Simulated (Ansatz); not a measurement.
```xyz
4

Sc    0.0006   -0.0001   -0.0008
F     1.8216    0.0006   -0.0006
F    -0.9109    1.5784   -0.0009
F    -0.9116   -1.5781    0.0009
```

RHF-MP2 on singlet ScF₃ was run in several spherical basis sets with Ansatz (development build ahead of 0.2.0). Frozen core: 8 orbitals.

(1) Rank the basis sets by the total energy that they give, lowest first, with the distance from the lowest.
A. 6-31G(d)
B. def2-TZVP
C. cc-pVDZ

## Answers

(1) B (0.00 eV), C (9.03 eV), A (12.69 eV).

Totals follow the description of the cores as much as that of the bonds, so this order isn't one of quality for chemistry.
